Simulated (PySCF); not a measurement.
SMILES C[OH+]CCOC (charge +1), GFN2-xTB optimised geometry.

```
17

C      1.02    -2.25    -2.58
O      0.84    -1.77    -1.26
C     -0.47    -1.39    -0.93
C     -0.70     0.12    -1.13
O     -0.09     0.85     0.00
C      1.37     0.85     0.00
H      0.39    -3.13    -2.77
H      2.06    -2.54    -2.65
H      0.80    -1.48    -3.32
H     -0.62    -1.63     0.13
H     -1.21    -1.93    -1.52
H     -1.76     0.34    -1.10
H     -0.26     0.46    -2.07
H     -0.40     1.77     0.00
H      1.69     1.27     0.95
H      1.70    -0.19    -0.08
H      1.76     1.43    -0.83
```

Density from CAM-B3LYP/def2-SVP (PySCF) at that geometry.

Minimum of the electron density along straight lines between bonded atoms, close to the bond critical point (lines longer than 1.1 times the sum of covalent radii, or with two minima, are not listed):

```tsv
bond	length / Å	ρ at the minimum / e bohr⁻³	∇²ρ there / e bohr⁻⁵	position (fraction from the first atom)
C1–O2	1.418	0.248	-0.32	0.34
O2–C3	1.400	0.272	-0.56	0.65
C3–C4	1.537	0.249	-0.60	0.47
C4–O5	1.471	0.204	-0.02	0.33
O5–C6	1.455	0.209	0.08	0.67
C1–H7	1.092	0.283	-1.10	0.64
C1–H8	1.087	0.287	-1.16	0.65
C1–H9	1.094	0.280	-1.06	0.63
C3–H10	1.095	0.283	-1.11	0.65
C3–H11	1.096	0.282	-1.10	0.65
C4–H12	1.090	0.287	-1.17	0.66
C4–H13	1.093	0.285	-1.15	0.66
O5–H14	0.979	0.335	-2.56	0.83
C6–H15	1.088	0.287	-1.18	0.67
C6–H16	1.091	0.288	-1.23	0.69
C6–H17	1.090	0.285	-1.15	0.66
```
